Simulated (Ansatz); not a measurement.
Input file for AlClH3In, SMILES `[AlH2][InH][Cl]`:

```yaml
crystal:
  periodic: [false, false, false]
  atoms:
    - {symbol: Al, position_ang: [-1.146371, 0.403611, -0.739522]}
    - {symbol: In, position_ang: [0.827655, -0.106657, 0.965851]}
    - {symbol: Cl, position_ang: [2.299276, -1.543499, -0.228597]}
    - {symbol: H, position_ang: [-2.407536, -0.557214, -0.800406]}
    - {symbol: H, position_ang: [-1.031130, 1.630586, -1.738925]}
    - {symbol: H, position_ang: [1.458105, 0.173172, 2.541599]}
basis:
  gaussian: {orbitals: def2-TZVPP}
correlation: {method: ccsd_t}
output: {orbitals: {seedname: orbitals}}
```

```sh
$ ansatz run in.yaml --threads 2 --pin off --events-out ev --progress --plain --max-ram 4352MiB
```

Log, shortened:

```
Functional definition: HF
1211 factors; integrals over basis functions are off by at most 1.7e-3 eV
mean field evaluation 1: about -24282.8041 eV, gradient 1.8e1 eV
mean field evaluation 2: about -24282.8474 eV, gradient 1.8e1 eV
mean field evaluation 4: about -24284.3730 eV, gradient 2.0e0 eV
mean field evaluation 8: about -24284.4021 eV, gradient 1.4e-1 eV
mean field -24284.40220892 eV, -892.4353206187 hartree, gradient 1.7e-6 eV, S^2 0.000000; 0 other end points of the search recorded, 0 dependent functions left out
14 core orbitals not correlated: weight in the atoms' cores, before any rotation towards them, 1.000 or more for the frozen orbitals, at most 0.000 for the correlated occupied ones
reference -24284.40220892 eV, -892.4353206187 hartree; 13, 13 occupied and 149, 149 virtual orbitals, 1211 factors
second order -15.01759678 eV of doubles, -0.00000000 eV of singles
cycle   1  -15.43930255 eV  change   -4.2e-1 eV  update   9.7e-2
cycle   2  -15.88242188 eV  change   -4.4e-1 eV  update   2.9e-2
cycle   3  -15.95077759 eV  change   -6.8e-2 eV  update   1.5e-2
cycle   4  -15.94329097 eV  change    7.5e-3 eV  update   4.4e-3
cycle   5  -15.94086714 eV  change    2.4e-3 eV  update   2.1e-3
cycle   6  -15.94120717 eV  change   -3.4e-4 eV  update   6.1e-4
cycle   7  -15.94117171 eV  change    3.5e-5 eV  update   2.5e-4
cycle   8  -15.94114641 eV  change    2.5e-5 eV  update   1.0e-4
cycle   9  -15.94118550 eV  change   -3.9e-5 eV  update   4.2e-5
cycle  10  -15.94118303 eV  change    2.5e-6 eV  update   1.7e-5
perturbative correction -0.52462977 eV, -0.0192797885 hartree
Total energy: -24300.86802172 eV, -893.0404280781 hartree
```

Run time 42 s (2 threads of an Intel Xeon Platinum 8375C on a shared host); peak host memory 1.6 GiB.

Correlation energy per correlated electron: -0.633 eV. T1 diagnostic: 0.0136.
